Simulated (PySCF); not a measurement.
## Polarisability and C₆ of S(2+) (sulfur, charge +2)

[Ne] 3s2 3p2, high-spin 3P determinant. Calculation: PySCF 2.14, in aug-cc-pCVQZ-DK (10s9p7d5f3g, 134 functions); the spin-free X2C one-electron Hamiltonian (Gaussian nucleus). Coupled (time-dependent) response in atomic units; α is the mean over directions.

```csv
method,mean α (bohr³),"α xx, yy, zz",C₆ (like pair),S(−4)
PBEsol,7.298,"7.440, 7.227, 7.227",26.44,18.37
```

S(−4) is the Cauchy moment in α(ω) = α(0) + S(−4) ω² + …

α(iu) at PBEsol:

```json
{"u (hartree)": "0", "α(iu) (bohr³)": "7.298"}
{"u (hartree)": "0.0500", "α(iu) (bohr³)": "7.253"}
{"u (hartree)": "0.100", "α(iu) (bohr³)": "7.120"}
{"u (hartree)": "0.200", "α(iu) (bohr³)": "6.639"}
{"u (hartree)": "0.300", "α(iu) (bohr³)": "5.980"}
{"u (hartree)": "0.500", "α(iu) (bohr³)": "4.570"}
{"u (hartree)": "0.750", "α(iu) (bohr³)": "3.168"}
{"u (hartree)": "1.00", "α(iu) (bohr³)": "2.244"}
{"u (hartree)": "1.50", "α(iu) (bohr³)": "1.262"}
{"u (hartree)": "2.00", "α(iu) (bohr³)": "0.8096"}
{"u (hartree)": "3.00", "α(iu) (bohr³)": "0.4290"}
{"u (hartree)": "5.00", "α(iu) (bohr³)": "0.1979"}
```

For an ion, C₆ is the dispersion term alone; charge-induced terms of lower order in 1/R come first.

The components differ because the open shell of this determinant is not spherical; for a pure term their mean is the scalar polarisability.
